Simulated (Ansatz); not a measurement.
Species: H₆O₂Si₃, SMILES `O[Si@@H]1O[SiH2][SiH2]1` (H–O–Si–Si torsion 179°) (charge 0, multiplicity 1).

Task: Give a relaxed geometry from B3LYP-D3(BJ)/def2-TZVP (Ansatz, a quantum-chemistry and plane-wave program).

Result: Several could match; the one computed here: the end point of this relaxation, one of several conformers (outside a Z-matrix the atoms follow the SMILES, hydrogens last).
Bonds (Å): O1–Si2 1.645, O1–H6 0.961, Si2–O3 1.672, Si2–Si5 2.358, Si2–H7 1.482, O3–Si4 1.681, Si4–Si5 2.361, Si4–H8 1.482, Si4–H9 1.482, Si5–H10 1.481, Si5–H11 1.483. Bond angles (°): Si2–O1–H6 119.2, O1–Si2–O3 112.9, O1–Si2–Si5 112.5, O1–Si2–H7 109.5, O3–Si2–Si5 89.6, O3–Si2–H7 108.3, Si5–Si2–H7 122.4, Si2–O3–Si4 109.8, O3–Si4–Si5 89.3, O3–Si4–H8 110.2, O3–Si4–H9 110.8, Si5–Si4–H8 117.8, Si5–Si4–H9 118.3, H8–Si4–H9 108.7, Si2–Si5–Si4 71.1, Si2–Si5–H10 118.7, Si2–Si5–H11 116.4, Si4–Si5–H10 119.8, Si4–Si5–H11 115.9, H10–Si5–H11 110.2.
